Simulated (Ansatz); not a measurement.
One change: `CNB(C)N` becomes `CB(N)[SiH2]O`.

Ansatz, PBE0-D4/def2-TZVP geometries, multiplicity 1. Each molecule was computed in one conformer, which needn't be the lowest.

```json
{"property": "LUMO energy (PBE/def2-TZVPP) / eV", "`CNB(C)N`": "0.16"}
{"property": "HOMO energy (PBE/def2-TZVPP) / eV", "`CNB(C)N`": "-4.96"}
{"property": "size of the dipole moment (B3LYP/def2-TZVPP) / D", "`CNB(C)N`": "1.11"}
{"property": "HOMO energy (PBE0/def2-TZVPP) / eV", "`CNB(C)N`": "-6.31"}
{"property": "HOMO energy (B3LYP/def2-TZVPP) / eV", "`CNB(C)N`": "-6.09"}
{"property": "LUMO energy (B3LYP/def2-TZVPP) / eV", "`CNB(C)N`": "0.59"}
```

(1) Give the same properties after the change, and the shifts. (Estimate.)

Answers

(1) Ansatz gave: 
```tsv
property	`CB(N)[SiH2]O`	shift
LUMO energy (PBE/def2-TZVPP) / eV	-1.41	-1.57
HOMO energy (PBE/def2-TZVPP) / eV	-5.96	-1.00
size of the dipole moment (B3LYP/def2-TZVPP) / D	3.17	2.06
HOMO energy (PBE0/def2-TZVPP) / eV	-7.25	-0.94
HOMO energy (B3LYP/def2-TZVPP) / eV	-7.07	-0.98
LUMO energy (B3LYP/def2-TZVPP) / eV	-0.72	-1.31
```

With PBE0 the HOMO falls by 0.94 eV and the LUMO falls by 1.44 eV, so the gap narrows by about 0.50 eV. PBE moves the HOMO by -1.00 eV and ωB97M-V by -0.77 eV. Dipoles are sizes alone; their direction can turn.

B3LYP here is the variant with VWN-RPA as its local correlation; programs differ in this.
